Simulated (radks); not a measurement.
Sb III, configuration [Kr] 4d10 5s2 5p1 (the NIST ground configuration).

All-electron calculation, Dirac Kohn-Sham, PBE, spin-unpolarised, spherical densities, finite nucleus; open shells fill j = l - 1/2 first; Fermi nuclear charge, rms radius 4.6802 fm. Program: a radial shooting solver on a logarithmic mesh with Libxc functionals.

Energy parts (hartree):
total: -6482.44173
kinetic: 6840.22832
electron-nucleus: -15708.35819
Hartree: 2555.78805
exchange-correlation: -170.09991

Orbitals (lengths in bohr, moments of r in powers of bohr):
\begin{tabular}{lrrrr}
orbital & occ. & eigenvalue (hartree) & <r^2> & <r^4> \\ \hline
1s1/2 & 2 & -1113.560 & 0.001094 & 3.125e-06 \\
2s1/2 & 2 & -169.9728 & 0.01767 & 0.0005387 \\
2p1/2 & 2 & -159.0631 & 0.01311 & 0.0003462 \\
2p3/2 & 4 & -149.8090 & 0.01441 & 0.0004096 \\
3s1/2 & 2 & -33.86711 & 0.1248 & 0.02378 \\
3p1/2 & 2 & -29.40703 & 0.1197 & 0.02294 \\
3p3/2 & 4 & -27.69940 & 0.1280 & 0.02615 \\
3d3/2 & 4 & -19.82371 & 0.1092 & 0.02198 \\
3d5/2 & 6 & -19.46883 & 0.1117 & 0.02291 \\
4s1/2 & 2 & -6.13574 & 0.7073 & 0.7423 \\
4p1/2 & 2 & -4.62739 & 0.7908 & 0.9630 \\
4p3/2 & 4 & -4.31165 & 0.8470 & 1.106 \\
4d3/2 & 4 & -1.92590 & 1.221 & 2.643 \\
4d5/2 & 6 & -1.87995 & 1.252 & 2.783 \\
5s1/2 & 2 & -1.07646 & 4.919 & 36.22 \\
5p1/2 & 1 & -0.75654 & 6.761 & 70.19 \\
5p3/2 & 0 & -0.72449 & 7.223 & 79.83 \\
\end{tabular}

The highest occupied level is 5p1/2 at -20.586 eV. The electron density at the nucleus is 2.09e+05 e/bohr^3. For comparison, the ionisation energy in NIST's Atomic Spectra Database is 25.324 eV (measured). In exact Kohn-Sham theory the highest level is minus the ionisation energy, but local and semilocal functionals leave it too shallow, through self-interaction and a potential that decays too fast; potentials with the right tail come closer. The density falls to 0.001 e/bohr^3 at r = 3.86 bohr. Summed over all electrons, <r^2> = 37.61 bohr^2, which gives a Langevin (diamagnetic) susceptibility term of -29.8 x 10^-6 cm^3/mol.

Beside tabulated values, note that spin-unpolarised runs miss the spin-polarisation part of the exchange energy of open shells.
